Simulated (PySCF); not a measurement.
**How methods differ on the ionisation energy of Mn¹⁹⁺**

Mn¹⁹⁺ [He] 2s2 2p2 (3P) → Mn²⁰⁺ [He] 2s2 2p1 (2P), as a difference of total energies. Computed with PySCF 2.14 in an even-tempered Gaussian basis (20 s from 3.8 bohr⁻², ratio 2.2; 11 p from 4.9 bohr⁻², ratio 2.2; 6 d from 22 bohr⁻², ratio 2.4; 5 f from 32 bohr⁻², ratio 2.4; 4 g from 49 bohr⁻², ratio 2.4), with scalar relativity by spin-free X2C-1e. Correlated levels: nothing frozen; virtual orbitals above 40 to 60 times the deepest correlated orbital energy dropped. The calculations carry no spin-orbit coupling.

| method | ionisation energy (eV) |
| --- | --- |
| UHF | 1537.5 |
| LDA | 1536.5 |
| PBE | 1537.4 |
| PBE0 | 1537.7 |
| r2SCAN | 1539.2 |
| B3LYP | 1538.2 |
| PBEsol | 1536.5 |
| MP2 (all electrons) | 1537.4 |
| SCS-MP2 (all electrons) | 1537.1 |

A first-order spin-orbit estimate (lowest level to lowest level, LS coupling) adds -0.321 eV.

For comparison: 1537.2 ± 0.8 eV (semi-empirical (NIST evaluation); NIST Atomic Spectra Database, ionization energies).
